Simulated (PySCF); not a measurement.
Predicted microwave data (PySCF 2.14.0, PBE0-D3(BJ)/def2-SVP geometry optimisation, gas phase) for one isomer of C9H12:

| Property | Result |
| --- | --- |
| Rotational constants | A = 2217, B = 1735, C = 991.4 MHz |
| Dipole components | \|μa\| = 0.05 D, \|μb\| = 0.80 D, \|μc\| = 0.02 D |
| Inertial defect | -9.46 u·Å² |
| κ | 0.21 |

Question: Which candidate fits, each taken in the one conformer that was computed?
A. `[CH:1]#[C:2][C@H:3]1[CH2:4][CH:5]=[CH:6][CH2:7][CH2:8][CH2:9]1` with C2–C3–C4–C5 -164°, C3–C4–C5–C6 -57°, C5–C6–C7–C8 56°, C6–C7–C8–C9 -73°
B. 1,2,3-trimethylbenzene, `Cc1cccc(C)c1C`
C. `[CH3:1][C:2]#[C:3]/[CH:4]=[CH:5]\[CH:6]1[CH2:7][CH2:8][CH2:9]1` with C4–C5–C6–C7 128°, C5–C6–C7–C8 142°, C6–C7–C8–C9 -20°, C7–C8–C9–C6 20°, C5–C6–C9–C8 -142°
D. `[CH2:1]=[CH:2][CH2:3][C:4]1=[CH:5][CH2:6][CH:7]=[CH:8][CH2:9]1` with C1–C2–C3–C4 118°, C2–C3–C4–C5 112°
E. `CC#C[C@]12CC[C@H](C1)C2`
F. `[CH2:1]=[CH:2]/[C:3]([C:4]#[C:5][CH3:6])=[CH:7]\[CH2:8][CH3:9]` with C1–C2–C3–C4 0°, C3–C7–C8–C9 108°

Answer: B. It is Cc1cccc(C)c1C, an asymmetric top. The candidates at the same level (rigid rotor, commonest isotopes):

| SMILES | A (MHz) | B (MHz) | C (MHz) | μa (D) | μb (D) | μc (D) | Δ (u·Å²) | point group | rotor |
| --- | --- | --- | --- | --- | --- | --- | --- | --- | --- |
| Cc1cccc(C)c1C | 2217 | 1735 | 991.4 | 0.05 | 0.80 | 0.02 | -9.46 | near Cs | asymmetric top |
| CC#C/C=C\C1CCC1 | 3157 | 724.4 | 651.2 | 0.12 | 0.66 | 0.00 | -81.65 | – | near-prolate asymmetric top |
| C=C/C(C#CC)=C\CC | 2429 | 808.5 | 637.8 | 0.01 | 0.46 | 0.05 | -40.83 | C1 | asymmetric top |
| CC#C[C@]12CC[C@H](C1)C2 | 4415 | 893.9 | 849.8 | 0.17 | 0.07 | 0.00 | -85.14 | – | near-prolate asymmetric top |
| C#C[C@H]1CC=CCCC1 | 3167 | 1143 | 889.7 | 0.68 | 0.30 | 0.05 | -33.79 | C1 | asymmetric top |
| C=CCC1=CCC=CC1 | 3687 | 963.1 | 822.0 | 0.07 | 0.13 | 0.03 | -46.98 | C1 | near-prolate asymmetric top |

`C=C/C(C#CC)=C\CC` has B 53 % too low; `CC#C/C=C\C1CCC1` has B 58 % too low; `CC#C[C@]12CC[C@H](C1)C2` has A 99 % too high; `C=CCC1=CCC=CC1` has A 66 % too high; `C#C[C@H]1CC=CCCC1` has A 43 % too high. No structure here is proved a minimum.
